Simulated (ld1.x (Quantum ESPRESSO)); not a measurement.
Cutoff test, lanthanum (La), TM semilocal

ld1.x (Quantum ESPRESSO) 7.5 input, shortened:

```
&input
   title='La', zed=57., rel=1, dft='REVPBE', iswitch=3,
   config='[Xe] 4f0 5d1 6s2 6p0'
 /
 &inputp
   pseudotype=1, tm=.true., lloc=1,
   nlcc=.true.
 /
4
5S  1  0   2.00   0.00  2.35  2.35  0.0
5D  3  2   1.00   0.00  2.75  2.75  0.0
4F  4  3   0.00   0.00  0.85  0.85  0.0
5P  2  1   6.00   0.00  1.65  1.65  0.0
 &test
   configts(1)='4f0 5s2 5p6 5d1 6s2 6p0'
 /
```

Occupied shells without a wave of their own: 6s. They enter only through the test configuration that unscreens the potential, and ld1.x also counts them in the model core charge.

The pseudo-atom Hamiltonian at the reference potential is diagonalised in spherical Bessel functions j_l(qr) that vanish at 20 bohr, with q² up to the cutoff. All-electron valence levels (Ry): 5s -2.8598, 6s -0.2674, 5d -0.2248, 4f -0.3171, 5p -1.6463, 6p -0.0984.

Q: How do the lowest levels (Ry) of each channel move with the cutoff, and are there ghosts?

A:

```tsv
cutoff (Ry)	s #1	s #2	s #3	d #1	f #1	f #2	p #1	p #2	p #3	Σ f·Δε (mRy)
8	-2.7981	-0.3099	-0.0129	-0.2106	0.0572	0.1801	-1.5708	-0.0927	0.0486	605.2
10	-2.8269	-0.3105	-0.0129	-0.2208	0.0572	0.1799	-1.5715	-0.0930	0.0485	531.7
15	-2.8540	-0.3145	-0.0135	-0.2247	0.0571	0.1795	-1.6036	-0.0947	0.0479	273.0
21	-2.8558	-0.3166	-0.0139	-0.2248	0.0571	0.1792	-1.6337	-0.0971	0.0471	84.6
25	-2.8571	-0.3166	-0.0139	-0.2248	0.0571	0.1790	-1.6424	-0.0979	0.0468	29.6
30	-2.8590	-0.3166	-0.0139	-0.2248	0.0571	0.1788	-1.6440	-0.0981	0.0467	16.2
40	-2.8597	-0.3169	-0.0140	-0.2248	0.0571	0.1785	-1.6444	-0.0981	0.0467	11.6
50	-2.8598	-0.3169	-0.0140	-0.2248	0.0571	0.1780	-1.6458	-0.0982	0.0467	3.3
55	-2.8598	-0.3169	-0.0140	-0.2248	0.0571	0.1778	-1.6461	-0.0982	0.0466	1.5
60	-2.8598	-0.3169	-0.0140	-0.2248	0.0571	0.1776	-1.6462	-0.0983	0.0466	0.7
80	-2.8598	-0.3170	-0.0140	-0.2248	0.0570	0.1763	-1.6462	-0.0983	0.0466	0.3
400	-2.8598	-0.3170	-0.0140	-0.2248	-0.3246	0.0574	-1.6463	-0.0983	0.0466	0.0
```

Result: no extra level below or beside the all-electron valence levels (s, d, f, p tested); the semilocal form is local in each channel, so this says nothing of the separable form that plane-wave codes build from it; 10 mRy is reached at 45 Ry and 1 mRy at 60 Ry.

The cutoffs count occupied waves only; the empty 4f level needs 300 Ry at the loose tolerance. The potential misses its own reference levels by up to 0.7 eV. ld1.x takes every shell without a wave as core, so the model core holds the 6s electrons as well and exchange and correlation see them twice. This cancels in the reference configuration, but the file is broken for other ones, and its errors say nothing about a proper core correction. No test is counted, since the test run did not reproduce the reference configuration.
